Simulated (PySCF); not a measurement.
Where the electron goes

CH12Si4.
Cartesian coordinates in Å at the PBE0-D3(BJ)/def2-SVP level; atoms count from 1:
```xyz
17
CH12Si4 angstrom
C     -0.6237    1.7656   -0.7508
Si    -0.7578   -0.1048   -0.5094
Si    -2.8015   -0.6906    0.4815
Si     0.9980   -0.8515    0.8577
Si     3.0495   -0.2934   -0.1331
H     -1.4205    2.1320   -1.4158
H     -0.7115    2.2862    0.2149
H      0.3468    2.0311   -1.1975
H     -0.6426   -0.8069   -1.8299
H     -3.9615   -0.1907   -0.3231
H     -2.9131   -2.1767    0.6100
H     -2.8852   -0.0866    1.8489
H      0.8988   -0.1873    2.1983
H      0.9208   -2.3333    1.0617
H      3.1640   -0.9769   -1.4590
H      3.1073    1.1851   -0.3608
H      4.2143   -0.6898    0.7171
```

Theory: TDDFT PBE0/def2-SVPD, vertical, gas phase, core orbitals frozen in the response in PySCF.

Frontier orbitals with the atoms that hold most of them (Löwdin shares over 4%, at most four atoms; ? is withheld):

| orbital | ε (eV) | atoms |
| --- | --- | --- |
| HOMO-3 | -9.19 | Si2 22%, C1 21%, H9 16%, Si4 9% |
| HOMO-2 | -8.70 | Si4 25%, Si5 22%, Si2 11%, Si3 10% |
| HOMO-1 | -8.39 | ? |
| HOMO | ? | Si2 24%, Si4 23%, Si3 17%, Si5 14% |
| LUMO | -0.46 | ? |
| LUMO+1 | 0.00 | Si2 20%, Si4 16%, Si3 14%, Si5 7% |
| LUMO+2 | 0.19 | Si4 24%, Si5 17%, H13 13%, Si2 11% |

(1) Which atoms hold the HOMO-1, and with what shares?

(2) Which atoms hold the LUMO, and with what shares?

(3) What is the HOMO energy, and the HOMO–LUMO gap?

Answers

(1) Si2 (bonded to C, 2 Si and H) 26%; Si4 (bonded to 2 Si and 2 H) 19%; C1 (bonded to Si and 3 H) 12%; Si3 (bonded to Si and 3 H) 10%. By element: silicon 55% or more, carbon 12%.

(2) Si2 (bonded to C, 2 Si and H) 19%; Si4 (bonded to 2 Si and 2 H) 18%; Si3 (bonded to Si and 3 H) 16%; Si5 (bonded to Si and 3 H) 16%.

(3) ε(HOMO) = -7.49 eV; the gap is 7.03 eV (0.2585 hartree).

Q: How does S1 compare with the orbital gap of 7.03 eV?

A: S1 is at 6.10 eV (f = 0.265), 0.93 eV below the gap, made of HOMO→LUMO (79%), HOMO→LUMO+1 (16%). 

Q: One configuration dominates each of S1 and S8. Which, and how do the shares of the two leading atoms of either orbital change from the occupied to the empty one?

A: 
- S1 (6.10 eV, f 0.265), HOMO→LUMO (79%): Si2 24% → 19%, Si4 23% → 18%
- S8 (7.17 eV, f 0.0005), HOMO-2→LUMO (76%): Si4 25% → 18%, Si5 22% → 16%, Si2 11% → 19%

One conformer stands for the species.
